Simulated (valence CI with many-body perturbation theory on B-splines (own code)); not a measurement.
The numbers below are computed, except where a source is named.
# I XL in three bases

Method: relativistic CI+MBPT: four valence electrons over a frozen Dirac-Fock core [Ne], radial functions for each j: 9 s, 9 p, 8 d, 6 f, 3 g, 1 h, with the one-electron correlation potential Σ1 (screened to all orders), the two-electron term Σ2, the three-electron term Σ3, Breit, model QED; selected single and double excitations, second order for the rest, scaled by the run's own slope (own B-spline code, finite nucleus).

No measured spectrum was set against this ion. As an estimate, large intervals hold to a few tenths of a per cent, small ones and those within an open d or f shell to about a per cent.

The reference run has the lowest level (3s^2 3p1/2^2) J=0 and an ionisation energy of 2837.90 eV. Its largest variational space holds 20198 state functions.

Levels are named by their leading jj configuration (3d3/2^4 stands for four electrons in 3d with j = 3/2), which in mixed levels can hold well under half, so a name can repeat and another be missing. Letters in brackets count levels of one name in rising energy.

Changed runs:
A. basis 6 s, 6 p, 5 d, 3 f, 1 g
B. basis 5 s, 5 p, 4 d, 2 f

Excitation energies of the reference run in cm⁻¹, and shifts in cm⁻¹:

```
                     Level  Reference       A      B
    (3s^2 3p1/2 3p3/2) J=1     542136     -86   -248
    (3s^2 3p1/2 3p3/2) J=2     592449     +18   +111
        (3s^2 3p3/2^2) J=2    1170930     -37    -54
        (3s^2 3p3/2^2) J=0    1281110     +80   +286
    (3s 3p1/2^2 3p3/2) J=2    1339970    -130   -373
    (3s 3p1/2^2 3p3/2) J=1    1496550     +14    +69
    (3s^2 3p1/2 3d3/2) J=2    1697930    +176   +396
(3s 3p1/2 3p3/2^2) J=2 [a]    1801800    -150   -513
    (3s^2 3p1/2 3d5/2) J=3    1870630     +70   +149
    (3s^2 3p1/2 3d3/2) J=1    1906600    +365  +1181
    (3s^2 3p1/2 3d5/2) J=2    1996310    +196   +637
    (3s 3p1/2 3p3/2^2) J=3    2009040    +184   +613
    Ionisation energy (eV)    2837.90  -0.031  -0.10
```
